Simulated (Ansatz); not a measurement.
Start from `O[SiH2]N[Si](O)(O)O` and change one atom or group to get `N[Si](O)(O)O`.

Ansatz, PBE0-D4/def2-TZVP geometries, multiplicity 1. Each molecule was computed in one conformer, which needn't be the lowest.

```csv
property,`O[SiH2]N[Si](O)(O)O`
size of the dipole moment (ωB97M-V/def2-TZVPP) / D,2.55
LUMO energy (PBE0/def2-TZVPP) / eV,0.25
HOMO–LUMO gap (PBE0/def2-TZVPP) / eV,8.10
size of the dipole moment (B3LYP/def2-TZVPP) / D,2.53
HOMO energy (B3LYP/def2-TZVPP) / eV,-7.59
HOMO energy (ωB97M-V/def2-TZVPP) / eV,-10.20
```

Q: What does the change do to each property? (Best estimate.)

A: Ansatz gave: 
| property | `N[Si](O)(O)O` | shift |
| --- | --- | --- |
| size of the dipole moment (ωB97M-V/def2-TZVPP) / D | 1.07 | -1.48 |
| LUMO energy (PBE0/def2-TZVPP) / eV | 0.59 | 0.34 |
| HOMO–LUMO gap (PBE0/def2-TZVPP) / eV | 8.18 | 0.08 |
| size of the dipole moment (B3LYP/def2-TZVPP) / D | 1.07 | -1.46 |
| HOMO energy (B3LYP/def2-TZVPP) / eV | -7.33 | 0.26 |
| HOMO energy (ωB97M-V/def2-TZVPP) / eV | -10.02 | 0.18 |

With PBE0 the HOMO rises by 0.26 eV and the LUMO rises by 0.34 eV, so the gap widens by about 0.08 eV. PBE moves the HOMO by 0.33 eV and ωB97M-V by 0.18 eV. Dipoles are sizes alone; their direction can turn.

B3LYP here is the variant with VWN-RPA as its local correlation; programs differ in this.
